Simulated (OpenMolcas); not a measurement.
**Ru3+ in a point-charge field**

Ru3+ among 6 point charges of -0.85 e arranged as a trigonal antiprism (D3d), 2.1 Å from the ion, with a polar angle of 63.5° against the regular 54.74°.
```
   0.0000    1.8793    0.9372  -0.85
  -1.6275   -0.9396    0.9372  -0.85
   1.6275   -0.9396    0.9372  -0.85
   0.0000   -1.8793   -0.9372  -0.85
   1.6275    0.9396   -0.9372  -0.85
  -1.6275    0.9396   -0.9372  -0.85
```

```
Program             : OpenMolcas 26.06
Method              : SS-CASPT2, IPEA 0.25 Eh, imaginary shift 0.1 Eh (closed shells correlated: 4s 4p)
Basis               : ANO-RCC-VTZP [7s6p4d2f1g]
Scalar Hamiltonian  : DKH2, point nucleus
Active space        : 5 electrons in 5 orbitals (4d)
State averaging     : 2S+1 = 6 even, 1 root; 2S+1 = 4 even, 24 roots; 2S+1 = 2 even, 75 roots
Spin-orbit coupling : RASSI with atomic mean-field integrals over the reference wave functions
```

The lowest spin-free states (labels of D3, the rotations of D3d), above the lowest:

```json
{"State": "6A1", "Degeneracy": "1", "E (cm-1)": "0", "Free-ion L (%)": "S (100)"}
{"State": "4A2", "Degeneracy": "1", "E (cm-1)": "22490", "Free-ion L (%)": "G (80)"}
{"State": "4E", "Degeneracy": "2", "E (cm-1)": "22600", "Free-ion L (%)": "G (78)"}
{"State": "4E", "Degeneracy": "2", "E (cm-1)": "23430", "Free-ion L (%)": "G (96)"}
{"State": "4A1", "Degeneracy": "1", "E (cm-1)": "23490", "Free-ion L (%)": "G (96)"}
{"State": "4E", "Degeneracy": "2", "E (cm-1)": "23920", "Free-ion L (%)": "G (98)"}
{"State": "4A1", "Degeneracy": "1", "E (cm-1)": "23970", "Free-ion L (%)": "G (100)"}
{"State": "4E", "Degeneracy": "2", "E (cm-1)": "27240", "Free-ion L (%)": "D (42)"}
{"State": "4E", "Degeneracy": "2", "E (cm-1)": "27650", "Free-ion L (%)": "D (90)"}
{"State": "4A1", "Degeneracy": "1", "E (cm-1)": "27710", "Free-ion L (%)": "D (96)"}
{"State": "4A2", "Degeneracy": "1", "E (cm-1)": "29690", "Free-ion L (%)": "P (82)"}
{"State": "4E", "Degeneracy": "2", "E (cm-1)": "31000", "Free-ion L (%)": "D (54)"}
{"State": "2A1", "Degeneracy": "1", "E (cm-1)": "33660", "Free-ion L (%)": "I (73)"}
{"State": "2E", "Degeneracy": "2", "E (cm-1)": "33750", "Free-ion L (%)": "I (74)"}
{"State": "2A2", "Degeneracy": "1", "E (cm-1)": "34140", "Free-ion L (%)": "I (85)"}
{"State": "2E", "Degeneracy": "2", "E (cm-1)": "34370", "Free-ion L (%)": "I (88)"}
{"State": "2E", "Degeneracy": "2", "E (cm-1)": "34620", "Free-ion L (%)": "I (90)"}
{"State": "2A2", "Degeneracy": "1", "E (cm-1)": "34720", "Free-ion L (%)": "I (90)"}
{"State": "2A1", "Degeneracy": "1", "E (cm-1)": "35030", "Free-ion L (%)": "I (94)"}
{"State": "2E", "Degeneracy": "2", "E (cm-1)": "35040", "Free-ion L (%)": "I (97)"}
```

The lowest levels with spin-orbit coupling:

| E (cm-1) | Degeneracy | Label | 2S+1 | g |
| --- | --- | --- | --- | --- |
| 0 | 2 | E1/2 | 6 | 2.00 6.00 6.00 |
| 2 | 2 | E3/2 | 6 | 0.00 0.00 6.00 |
| 5 | 2 | E1/2 | 6 | 0.00 0.00 9.99 |
| 22060 | 2 | E1/2 | 4 | 0.93 2.98 2.98 |
| 22220 | 2 | E3/2 | 4 | 0.00 0.00 2.36 |
| 22350 | 2 | E1/2 | 4 | 0.28 1.36 1.36 |
| 22520 | 2 | E3/2 | 4 | 0.00 0.00 1.70 |
| 22520 | 2 | E1/2 | 4 | 0.03 3.09 3.09 |
| 22750 | 2 | E1/2 | 4 | 0.30 2.49 2.49 |
| 23110 | 2 | E1/2 | 4 | 1.78 1.78 2.55 |
| 23310 | 2 | E1/2 | 4 | 1.95 1.95 2.16 |
| 23370 | 2 | E3/2 | 4 | 0.00 0.00 7.30 |
| 23530 | 2 | E1/2 | 4 | 2.35 2.64 2.64 |
| 23580 | 2 | E1/2 | 4 | 0.11 0.11 11.89 |
| 23620 | 2 | E3/2 | 4 | 0.00 0.00 7.21 |
| 23880 | 2 | E1/2 | 4 | 0.94 0.94 1.37 |
| 23890 | 2 | E3/2 | 4 | 0.00 0.00 3.81 |
| 23930 | 2 | E1/2 | 4 | 0.69 0.69 5.16 |
| 24000 | 2 | E1/2 | 4 | 1.65 5.86 5.86 |
| 24020 | 2 | E1/2 | 4 | 0.41 0.41 5.73 |

Powder χT (cm3 K/mol): 4.09 at 2 K, 4.35 at 10 K, 4.37 at 50 K, 4.37 at 100 K, 4.37 at 200 K, 4.37 at 300 K. The effective moment at 300 K is 2.828 √(χT) = 5.91 μB.

The lowest level has 2S+1 = 6, for which the spin-only value is χT = S(S+1) / 2 = 4.375 cm3 K/mol (g = 2). The computed 4.371 at 300 K differs by -0.004, through a little spin-orbit mixing out of the ground term, against the free-electron g of 2.0023, which raises it.

Roots that are degenerate in the reference are averaged as groups; the widest CASPT2 spread within a group is 84 cm-1 (the 2-fold group of multiplicity 4 near 23400 cm-1 above the lowest state of its run). Shifts and gaps below about the spread of the groups concerned are not significant. Point charges give a weaker field than real ligands, and real ions of this kind are as a rule low spin; the high spin found here belongs to the model. Free-ion shares, where given, are those of the reference states; single-state CASPT2 does not remix them. Point charges carry no covalency, so the field is a model and not that of real ligands. No measured value stands beside these numbers.
